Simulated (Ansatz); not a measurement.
Species: C2HO, net charge 0, doublet state. It need not be the lowest isomer of its formula. 
Geometry from a B3LYP-D3(BJ)/def2-TZVP (Ansatz, a first-principles code) optimisation:
```xyz
4

C      1.4687    -0.1022    -0.1775
C      0.2013    -0.0129    -0.0178
O     -1.0660     0.1572     0.0754
H     -1.4922    -0.5665     0.5690
```
Charge 0, spin multiplicity 2.

Quantity: atomisation energy (electronic, to ground-state atoms), in kcal/mol. Valence correlation only, unless marked. Open shells are spin-unrestricted. Spin-orbit coupling is left out. Non-relativistic. The coupled-cluster limit lacks core correlation, which all-electron functionals hold. CBS(X,Y): correlation extrapolated as X^-3; Hartree-Fock from the larger set. [CCSD(T)-MP2]/basis is that difference in the basis named.

| level | program | atomisation energy (kcal/mol) | minus last row |
|---|---|---|---|
| BLYP/def2-TZVPD | Ansatz | 374.3 | 10.9 |
| MP2/aug-cc-pVDZ | Ansatz | 345.1 | -18.3 |
| SCS-MP2/6-31G* | Ansatz | 329.2 | -34.2 |
| SCS-MP2/cc-pVTZ | Ansatz | 356.7 | -6.7 |
| CCSD/cc-pVTZ | Ansatz | 340.1 | -23.3 |
| RI-MP2/CBS(aug-cc-pVTZ,aug-cc-pVQZ)+[CCSD(T)-MP2]/aug-cc-pVDZ | Ansatz | 362.7 | -0.7 |
| CCSD(T)/CBS(cc-pVTZ,cc-pVQZ) | Ansatz | 363.4 | 0.0 |
